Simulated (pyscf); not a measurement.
**Cl–Sn:–Cl (SMILES [Cl][Sn][Cl]), singlet**

Gas-phase minimum from PySCF at ωB97X-D3(BJ)/def2-SVP, one conformer. 

SMILES: [Cl][Sn][Cl]
```xyz
3

Cl     0.7559    -0.0424    -1.7422
Sn     1.6933     0.7546     0.2827
Cl     0.4818    -0.6354     1.7708
```

Bonded distances (Å): Cl1–Sn2 2.369, Sn2–Cl3 2.369. Angles (°): Cl1–Sn2–Cl3 97.9.

Properties at ωB97X-D3(BJ)/def2-SVP:

```
Item                                                                                                                               Result
---------------------------------------------------------------------------------------------------------------------  ------------------
Harmonic wavenumbers, unscaled                                                                                         124, 370, 382 cm⁻¹
Zero-point energy                                                                                                            1.3 kcal/mol
Rotational symmetry number                                                                                                              2
Entropy of this conformer at 298 K and 1 atm, rigid rotor and harmonic oscillator, modes under 100 cm⁻¹ raised to 100     304.6 J/(mol K)
Dipole moment                                                                                                                      3.40 D
```

Single-point totals, which compare only within one level (frozen core for MP2 and CC):

| level | total energy (hartree) |
|---|---|
| ωB97X-D3(BJ)/def2-TZVP | -1134.92990 |
| PBE/def2-TZVP | -1134.47289 |
| r²SCAN/def2-TZVP | -1134.86677 |
| B3LYP-D3(BJ)/def2-TZVP | -1134.95807 |
| PBE0-D3(BJ)/def2-TZVP | -1134.55253 |
| M06-2X/def2-TZVP | -1134.74984 |
| ωB97M-D3(BJ)/def2-TZVP | -1134.98301 |
| HF/def2-TZVPP | -1132.49644 |
| MP2/def2-TZVPP | -1133.17194 |
| CCSD/def2-TZVPP | -1133.19280 |
| CCSD(T)/def2-TZVPP | -1133.22003 |

The CCSD(T) − MP2 part came from Ansatz, without density fitting, on the same reference. The frozen core leaves the outer d or s,p core shells of the metals and heavy elements correlated in the MP2 and CC values, and def2-TZVPP describes them poorly, so these totals are far from the basis limit. Elements past Kr carry the def2 core potentials, without spin-orbit coupling.
